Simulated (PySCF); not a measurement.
Two-photon absorption: `C1=C(C)C(O)=CC=C1`, C$_{7}$H$_{8}$O

Geometry:
```
atom   x (Å)   y (Å)   z (Å)
  C1  -1.871  -0.967  -0.636
  C2  -0.450  -0.590  -0.334
  C3   0.611  -1.477  -0.527
  C4   1.927  -1.117  -0.243
  C5   2.193   0.160   0.247
  C6   1.156   1.064   0.449
  C7  -0.160   0.695   0.161
  O8  -1.132   1.610   0.375
  H9  -2.318  -0.313  -1.406
 H10  -1.936  -1.996  -1.013
 H11  -2.513  -0.912   0.261
 H12   0.393  -2.478  -0.912
 H13   2.738  -1.831  -0.403
 H14   3.219   0.459   0.475
 H15   1.339   2.070   0.831
 H16  -1.984   1.230   0.139
```

Computed with TDDFT CAM-B3LYP/aug-cc-pVDZ excited states, vertical, gas phase in PySCF 2.14.0. Geometry: PBE0-D3(BJ)/def2-SVP.

**Question.** Give the one- and two-photon strengths of the lowest singlets.

**Answer.** δ for parallel linear polarisation; σ at the peak of a Lorentzian of half width 0.1 eV, single beam; Ω is circular over linear.
```
state  E (eV)      f  photon λ (nm)  δ (au)  σ (GM)     Ω                                  main
   S1    5.14  0.040            483    5.23    0.05  1.50  HOMO→LUMO+3 0.65, HOMO−1→LUMO+6 0.12
   S2    5.47  0.004            454    29.1    0.32  1.50                        HOMO→LUMO 0.85
   S3    5.87  0.020            423    26.1    0.33  0.97    HOMO→LUMO+6 0.38, HOMO→LUMO+7 0.30
   S4    5.92  0.003            419    95.9    1.23  1.50                      HOMO→LUMO+1 0.91
   S5    6.25  0.002            397    0.31    0.01  1.50    HOMO→LUMO+2 0.63, HOMO−1→LUMO 0.24
   S6    6.35  0.000            391    60.7    0.90  1.50    HOMO−1→LUMO 0.54, HOMO→LUMO+2 0.26
```

Among these, the strongest one-photon state is S1, the strongest two-photon state S4, with a dipole change of 7.3 D (relaxed, norm of the difference vector).
